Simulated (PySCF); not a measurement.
C₅H₁₅AlSi (SMILES C[SiH2]C[CH2][Al]([CH3])[CH3]), singlet, at a GFN2-xTB geometry (such geometries of metal compounds can be far from the true shape), with bond 19-6 at 1.4 times its length; CASSCF(6,6)/STO-3G (PySCF).

PySCF was given this input:
```python
from pyscf import gto, scf, mcscf, mp
import numpy

mol = gto.Mole()
mol.atom = '''
    Si    2.560969   -0.594745   -0.188026
    C     3.911085    0.670717    0.234872
    C     0.835645    0.154404    0.091783
    C    -0.294849   -0.846597   -0.224592
    Al   -2.084107    0.040512    0.003742
    C    -2.176477    2.014296    0.290269
    C    -3.758671   -1.040001   -0.064378
    H     2.691213   -0.999970   -1.596684
    H     2.720549   -1.784268    0.663386
    H     3.860993    0.976806    1.275709
    H     3.826509    1.565532   -0.374747
    H     4.897487    0.251059    0.064703
    H     0.706194    1.047050   -0.527312
    H     0.732189    0.492391    1.126872
    H    -0.152437   -1.231904   -1.244072
    H    -0.182384   -1.729870    0.419206
    H    -1.837739    2.592319   -0.576101
    H    -1.579655    2.364657    1.138685
    H    -3.623230    2.446782    0.560834
    H    -4.469315   -0.648905   -0.800416
    H    -4.291373   -1.048709    0.892536
    H    -3.572935   -2.086545   -0.329307
'''
mol.basis = 'sto-3g'
mol.charge = 0
mol.spin = 0
mol.verbose = 4
mol.build()

mf = scf.RHF(mol)
mf.kernel()
mc = mcscf.CASSCF(mf, 6, 6)
mc.fix_spin_(ss=0.0)
noons, natorbs = mcscf.addons.make_natural_orbitals(mp.MP2(mf).run())
mc.kernel(natorbs)
occ = numpy.linalg.eigvalsh(mc.fcisolver.make_rdm1(mc.ci, mc.ncas, mc.nelecas))[::-1]
ss = mc.fcisolver.spin_square(mc.ci, mc.ncas, mc.nelecas)[0]
print('natural occupations', occ.round(4), ' <S^2>', round(ss, 4))
```

The log (banner, timings and long lists left out):

```
PySCF version 2.14.0

[INPUT] verbose = 4
[INPUT] num. atoms = 22
[INPUT] num. electrons = 72
[INPUT] charge = 0
[INPUT] spin (= nelec alpha-beta = 2S) = 0
[INPUT] symmetry False subgroup None
[INPUT] Mole.unit = angstrom
[INPUT] Symbol           X                Y                Z      unit          X                Y                Z       unit  Magmom
[INPUT]  1 Si     2.560969000000  -0.594745000000  -0.188026000000 AA    4.839530023501  -1.123905163954  -0.355317644297 Bohr   0.0
[INPUT]  2 C      3.911085000000   0.670717000000   0.234872000000 AA    7.390879499895   1.267471437090   0.443843754329 Bohr   0.0
[INPUT]  3 C      0.835645000000   0.154404000000   0.091783000000 AA    1.579140187362   0.291781272537   0.173444732891 Bohr   0.0
[INPUT]  4 C     -0.294849000000  -0.846597000000  -0.224592000000 AA   -0.557183858102  -1.599836467878  -0.424417369768 Bohr   0.0
[INPUT]  5 Al    -2.084107000000   0.040512000000   0.003742000000 AA   -3.938391444289   0.076556584758   0.007071355158 Bohr   0.0
[INPUT]  6 C     -2.176477000000   2.014296000000   0.290269000000 AA   -4.112945446415   3.806467773807   0.548528912451 Bohr   0.0
[INPUT]  7 C     -3.758671000000  -1.040001000000  -0.064378000000 AA   -7.102858782345  -1.965317059274  -0.121656788447 Bohr   0.0
[INPUT]  8 H      2.691213000000  -0.999970000000  -1.596684000000 AA    5.085655512869  -1.889669432781  -3.017295467475 Bohr   0.0
[INPUT]  9 H      2.720549000000  -1.784268000000   0.663386000000 AA    5.141092518459  -3.371777852825   1.253617854871 Bohr   0.0
[INPUT] 10 H      3.860993000000   0.976806000000   1.275709000000 AA    7.296219338863   1.845895816832   2.410740624643 Bohr   0.0
[INPUT] 11 H      3.826509000000   1.565532000000  -0.374747000000 AA    7.231054023183   2.958426719243  -0.708169196002 Bohr   0.0
[INPUT] 12 H      4.897487000000   0.251059000000   0.064703000000 AA    9.254909128618   0.474432751107   0.122270949438 Bohr   0.0
[INPUT] 13 H      0.706194000000   1.047050000000  -0.527312000000 AA    1.334513250811   1.978637738726  -0.996475262197 Bohr   0.0
[INPUT] 14 H      0.732189000000   0.492391000000   1.126872000000 AA    1.383636681419   0.930484136201   2.129479457441 Bohr   0.0
[INPUT] 15 H     -0.152437000000  -1.231904000000  -1.244072000000 AA   -0.288064181250  -2.327961171756  -2.350955359240 Bohr   0.0
[INPUT] 16 H     -0.182384000000  -1.729870000000   0.419206000000 AA   -0.344655809503  -3.268980531101   0.792184529774 Bohr   0.0
[INPUT] 17 H     -1.837739000000   2.592319000000  -0.576101000000 AA   -3.472823398432   4.898772937506  -1.088673110088 Bohr   0.0
[INPUT] 18 H     -1.579655000000   2.364657000000   1.138685000000 AA   -2.985115321300   4.468554108536   2.151802792150 Bohr   0.0
[INPUT] 19 H     -3.623230000000   2.446782000000   0.560834000000 AA   -6.846912386308   4.623747866516   1.059822661344 Bohr   0.0
[INPUT] 20 H     -4.469315000000  -0.648905000000  -0.800416000000 AA   -8.445781314410  -1.226252730861  -1.512567025720 Bohr   0.0
[INPUT] 21 H     -4.291373000000  -1.048709000000   0.892536000000 AA   -8.109519668353  -1.981772794367   1.686648596315 Bohr   0.0
[INPUT] 22 H     -3.572935000000  -2.086545000000  -0.329307000000 AA   -6.751868610873  -3.942998596581  -0.622300040902 Bohr   0.0

nuclear repulsion = 401.94704987713
number of shells = 40
number of NR pGTOs = 174
number of NR cGTOs = 58
basis = sto-3g
ecp = {}

******** <class 'pyscf.scf.hf.RHF'> ********
method = RHF
initial guess = minao
damping factor = 0
level_shift factor = 0
DIIS = <class 'pyscf.scf.diis.CDIIS'>
diis_start_cycle = 1
diis_space = 8
diis_damp = 0
SCF conv_tol = 1e-09
SCF conv_tol_grad = None
SCF max_cycles = 50
direct_scf = True
direct_scf_tol = 1e-13
Set gradient conv threshold to 3.16228e-05
Initial guess from minao.
init E= -720.102525222881
  HOMO = -0.235114694123686  LUMO = 0.153650190522754  gap/eV = 10.57883
cycle= 1 E= -720.330369972817  delta_E= -0.228  |g|= 0.322  |ddm|= 5.12
  HOMO = -0.244610146645748  LUMO = 0.332347499758085  gap/eV = 15.69982
cycle= 2 E= -720.375523221506  delta_E= -0.0452  |g|= 0.0782  |ddm|= 0.621
  HOMO = -0.279805375578666  LUMO = 0.3203472646446  gap/eV = 16.33099
cycle= 3 E= -720.378736411554  delta_E= -0.00321  |g|= 0.0242  |ddm|= 0.167
  HOMO = -0.277630133863189  LUMO = 0.319226912569005  gap/eV = 16.24131
cycle= 4 E= -720.37900017375  delta_E= -0.000264  |g|= 0.00259  |ddm|= 0.0534
  HOMO = -0.277179813691563  LUMO = 0.31982407737582  gap/eV = 16.24530
cycle= 5 E= -720.37900345723  delta_E= -3.28e-06  |g|= 0.000801  |ddm|= 0.0049
  HOMO = -0.277201350671813  LUMO = 0.319937584898395  gap/eV = 16.24898
cycle= 6 E= -720.379003865356  delta_E= -4.08e-07  |g|= 0.000188  |ddm|= 0.00174
  HOMO = -0.277240671903016  LUMO = 0.319867405726953  gap/eV = 16.24814
cycle= 7 E= -720.379003898704  delta_E= -3.33e-08  |g|= 4.64e-05  |ddm|= 0.000529
  HOMO = -0.277244879820574  LUMO = 0.319864831675612  gap/eV = 16.24818
cycle= 8 E= -720.379003900806  delta_E= -2.1e-09  |g|= 8.71e-06  |ddm|= 0.000145
  HOMO = -0.277242041274985  LUMO = 0.319866663181966  gap/eV = 16.24816
cycle= 9 E= -720.37900390085  delta_E= -4.34e-11  |g|= 1.94e-06  |ddm|= 1.94e-05
  HOMO = -0.2772422253177  LUMO = 0.319866850188243  gap/eV = 16.24817
Extra cycle  E= -720.379003900856  delta_E= -6.59e-12  |g|= 6.72e-07  |ddm|= 3.68e-06
converged SCF energy = -720.379003900856

******** <class 'pyscf.mp.mp2.RMP2'> ********
nocc = 36, nmo = 58
E(RMP2) = -720.739732702654  E_corr = -0.36072880179728
E(SCS-RMP2) = -720.777220724782  E_corr = -0.398216823925262
E_corr(same-spin) = -0.0399896979593927
E_corr(oppo-spin) = -0.320739103837887

******** <class 'pyscf.mcscf.mc1step.CASSCF'> ********
CAS (3e+3e, 6o), ncore = 33, nvir = 19
max_cycle_macro = 50
max_cycle_micro = 4
conv_tol = 1e-07
conv_tol_grad = None
orbital rotation max_stepsize = 0.02
orbital rotation threshold for CI restart = 0.01
augmented hessian ah_max_cycle = 30
augmented hessian ah_conv_tol = 1e-12
augmented hessian ah_linear dependence = 1e-14
augmented hessian ah_level shift = 1e-08
augmented hessian ah_start_tol = 2.5
augmented hessian ah_start_cycle = 3
augmented hessian ah_grad_trust_region = 3
kf_trust_region = 3
kf_interval = 4
ci_response_space = 4
ci_grad_trust_region = 3
with_dep4 0
natorb = False
canonicalization = True
sorting_mo_energy = False
ao2mo_level = 2
internal_rotation = False
******** <class 'pyscf.fci.addons.SpinPenaltyFCISolver'> ********
max. cycles = 50
conv_tol = 1e-08
davidson only = True
linear dependence = 1e-12
level shift = 0.001
max iter space = 12
nroots = 1
pspace_size = 400
spin = None
CASCI E = -720.426709695261  S^2 = 0.0000000
Set conv_tol_grad to 0.000316228
macro iter   1 ( 21 JK    4 micro), CASSCF E = -720.434070523329  dE = -7.36082807e-03  S^2 = 0.0000000
               |grad[o]|=0.019  |grad[c]|=0.0231  |ddm|=0.0124  |maxRot[o]|= 0.25
macro iter   2 ( 21 JK    4 micro), CASSCF E = -720.438718872503  dE = -4.64834917e-03  S^2 = 0.0000000
               |grad[o]|=0.0124  |grad[c]|=0.0215  |ddm|=0.0149  |maxRot[o]|=0.243
macro iter   3 ( 21 JK    4 micro), CASSCF E = -720.446513252216  dE = -7.79437971e-03  S^2 = 0.0000000
               |grad[o]|=0.00826  |grad[c]|=0.0189  |ddm|=0.0139  |maxRot[o]|=0.303
macro iter   4 ( 21 JK    4 micro), CASSCF E = -720.449919278224  dE = -3.40602601e-03  S^2 = 0.0000000
               |grad[o]|=0.00933  |grad[c]|=0.0202  |ddm|=0.0106  |maxRot[o]|=0.218
macro iter   5 ( 18 JK    4 micro), CASSCF E = -720.450320954457  dE = -4.01676233e-04  S^2 = 0.0000000
               |grad[o]|=0.00636  |grad[c]|=0.0141  |ddm|=0.00408  |maxRot[o]|=0.0399
macro iter   6 ( 15 JK    4 micro), CASSCF E = -720.450524959565  dE = -2.04005108e-04  S^2 = 0.0000000
               |grad[o]|=0.0034  |grad[c]|=0.00713  |ddm|=0.00177  |maxRot[o]|=0.035
macro iter   7 ( 12 JK    4 micro), CASSCF E = -720.450610790402  dE = -8.58308367e-05  S^2 = 0.0000000
               |grad[o]|=0.00186  |grad[c]|=0.00204  |ddm|=0.000348  |maxRot[o]|=0.0296
macro iter   8 (  6 JK    2 micro), CASSCF E = -720.450635932282  dE = -2.51418803e-05  S^2 = 0.0000000
               |grad[o]|=0.000887  |grad[c]|=0.000296  |ddm|=0.000198  |maxRot[o]|=0.018
macro iter   9 (  6 JK    2 micro), CASSCF E = -720.450638830698  dE = -2.89841580e-06  S^2 = 0.0000000
               |grad[o]|=0.000303  |grad[c]|=9.58e-05  |ddm|=4.69e-05  |maxRot[o]|=0.00692
macro iter  10 (  3 JK    1 micro), CASSCF E = -720.450638908357  dE = -7.76587967e-08  S^2 = 0.0000000
               |grad[o]|=4.68e-05  |grad[c]|=4.88e-05  |ddm|=1.19e-05  |maxRot[o]|=0.00132
1-step CASSCF converged in  10 macro (144 JK  33 micro) steps
CASSCF canonicalization
Density matrix diagonal elements [1.97655521 1.97530774 1.91373812 0.08642298 0.03027548 0.01770047]
CASSCF energy = -720.450638908357
CASCI E = -720.450638908357  E(CI) = -7.18113736319685  S^2 = 0.0000000
natural occupations [1.9795 1.9731 1.9137 0.0863 0.0313 0.0161]  <S^2> 0.0
```
